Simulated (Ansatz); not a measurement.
Two isomers of CH5BFNS: A = `BNC(F)S`, B = `CSB(N)F`.

Isolated molecules relaxed with PBE0-D4/def2-TZVP in Ansatz; ΔE leaves out vibrations. CBS: MP2 limit from def2 TZ/QZ plus the TZ coupled-cluster correction, frozen cores. Functionals use def2-TZVPP. B3LYP here is the variant with VWN-RPA as its local correlation; programs differ in this. One conformer a species, not always the lowest.

(1) Which is lower in electronic energy at CCSD(T)/CBS, and by how much? (An estimate is asked.)

(2) Give E(B) − E(A) in kJ/mol with r2SCAN-D4, B3LYP-D4, B3LYP, B2PLYP, CCSD(T)/def2-TZVPP, MP2/def2-TZVPP, HF/def2-TZVPP. (An estimate is asked.)

Largest T1 diagnostic: 0.013.

## Answers

(1) Ansatz gave: B, by 324.6 kJ/mol.

(2) The calculation gave: r2SCAN-D4 -327.3, B3LYP-D4 -318.8, B3LYP -320.3, B2PLYP -324.5, CCSD(T)/def2-TZVPP -321.2, MP2/def2-TZVPP -332.8, HF/def2-TZVPP -330.7. None reverses the order clearly.

From PBE to PBE0 (25 % exact exchange), in def2-TZVPP and without D4, E(B) − E(A) moves by −8.6 kJ/mol.
